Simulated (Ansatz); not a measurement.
Cost and result for the atomization energy of CH5FO2Si (`O[SiH](O)CF`) (10 atoms, 9 bonds).

Z-matrix (Å, degrees):
```
Si
O 1 1.634
C 1 1.892 2 111.6
O 1 1.640 2 109.6 3 -118.0
H 1 1.480 2 105.5 3 120.5
H 2 0.959 1 117.8 3 76.3
F 3 1.402 1 108.2 2 -163.5
H 3 1.096 1 111.8 2 -45.1
H 3 1.094 1 113.2 2 76.9
H 4 0.960 1 116.1 2 151.6
```

Total charge 0; spin multiplicity 1. Geometry: relaxed with PBE0-D4/def2-TZVP. It is one conformer, not always the lowest. Program: Ansatz. All runs use 4 threads of an Arm Neoverse V1 on a shared host. Times are those of one run each, without the atoms' runs, and a repeat can differ threefold. Electronic energies, without spin–orbit coupling; frozen cores. CCSD(T)/CBS adds CCSD(T) − MP2 in def2-TZVPP to the MP2 limit, and its time is that of the two runs behind it. T1 = 0.011. B3LYP takes the VWN-RPA correlation (the form of Gaussian; ORCA's B3LYP/G).

CCSD(T)/CBS is a level of theory with its own doubt, some kJ/mol a heavy atom from the limit and from the frozen cores, so smaller differences don't rank the functionals.

```
                             level  functions  wall time
   PBE-D4/def2-TZVPP (with forces)        236      2.2 s
                PBE0-D4/def2-TZVPP        236      2.4 s
 B3LYP-D4/def2-TZVPP (with forces)        236      3.8 s
r2SCAN-D4/def2-TZVPP (with forces)        236      4.2 s
                 B2PLYP/def2-TZVPP        236      4.3 s
                ωB97X-V/def2-TZVPP        236      6.5 s
  ωB97M-V/def2-TZVPP (with forces)        236      9.5 s
                    MP2/def2-QZVPP        448       18 s
                CCSD(T)/def2-TZVPP        236    2.2 min
                 CCSD(T)/CBS(def2)          –    2.5 min
```

Question: What atomization energy does each give, and how far from CCSD(T)/CBS? (An estimate is asked.)

Answer: The calculation gave: 
```json
{"level": "PBE-D4/def2-TZVPP (with forces)", "atomization (kJ/mol)": "3865.6", "difference from CCSD(T)/CBS": "37.2", "per bond": "4.1"}
{"level": "PBE0-D4/def2-TZVPP", "atomization (kJ/mol)": "3775.1", "difference from CCSD(T)/CBS": "-53.3", "per bond": "-5.9"}
{"level": "B3LYP-D4/def2-TZVPP (with forces)", "atomization (kJ/mol)": "3792.9", "difference from CCSD(T)/CBS": "-35.5", "per bond": "-3.9"}
{"level": "r2SCAN-D4/def2-TZVPP (with forces)", "atomization (kJ/mol)": "3813.0", "difference from CCSD(T)/CBS": "-15.4", "per bond": "-1.7"}
{"level": "B2PLYP/def2-TZVPP", "atomization (kJ/mol)": "3767.1", "difference from CCSD(T)/CBS": "-61.3", "per bond": "-6.8"}
{"level": "ωB97X-V/def2-TZVPP", "atomization (kJ/mol)": "3818.2", "difference from CCSD(T)/CBS": "-10.2", "per bond": "-1.1"}
{"level": "ωB97M-V/def2-TZVPP (with forces)", "atomization (kJ/mol)": "3822.2", "difference from CCSD(T)/CBS": "-6.2", "per bond": "-0.7"}
{"level": "MP2/def2-QZVPP", "atomization (kJ/mol)": "3876.9", "difference from CCSD(T)/CBS": "48.5", "per bond": "5.4"}
{"level": "CCSD(T)/def2-TZVPP", "atomization (kJ/mol)": "3712.6", "difference from CCSD(T)/CBS": "-115.8", "per bond": "-12.9"}
{"level": "CCSD(T)/CBS(def2)", "atomization (kJ/mol)": "3828.4", "difference from CCSD(T)/CBS": "0.0", "per bond": "0.0"}
```

The D4 term adds +28.1 kJ/mol with B3LYP and +14.6 kJ/mol with PBE0; it sums over pairs of atoms, weighted by their polarisabilities, and B3LYP, whose exchange is more repulsive, gets the larger term. In def2-TZVPP, CCSD(T) changes the Hartree–Fock value by +998.2 kJ/mol (the triples alone add +56.5 kJ/mol) and MP2 by +1093.1 kJ/mol; breaking electron pairs costs correlation energy, which Hartree–Fock lacks. From PBE to PBE0 (25 % exact exchange), in def2-TZVPP and without D4, the atomization energy moves by −87.7 kJ/mol: exact exchange takes away binding that semilocal exchange gives to molecules.
